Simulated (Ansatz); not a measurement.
InGa2⁺. Total charge 1; triplet. Geometry PBE0-D4/def2-TZVP, that of the neutral doublet; atoms count from 1.

```
atom   x (Å)   y (Å)   z (Å)
 Ga1   0.074   1.491  -0.093
 Ga2  -1.260  -0.521  -0.620
 In3   1.186  -0.970   0.713
```

In the def2 sets In takes a core potential; there is no spin–orbit coupling. The structure comes from a short search, and lower isomers may exist.

(1) Estimate the Mulliken populations from the PBE0/def2-TZVP orbitals of Ansatz.

(2) Where does the spin sit?

(3) And the Mayer bond orders between heavy atoms (over 0.3)?

## Answers

(1) 
```json
{"atom": "Ga1", "charge (e)": "0.31", "spin (α − β)": "0.66"}
{"atom": "Ga2", "charge (e)": "0.32", "spin (α − β)": "0.66"}
{"atom": "In3", "charge (e)": "0.37", "spin (α − β)": "0.69"}
```
Mulliken values depend strongly on the basis.

(2) Summed by element: Ga 1.31, In 0.69, of 2 unpaired in all. Largest on single atoms: In3 0.69, Ga1 0.66, Ga2 0.66.

(3) Ga1–Ga2 0.91 (2.47 Å); Ga1–In3 0.65 (2.82 Å); Ga2–In3 0.65 (2.82 Å).
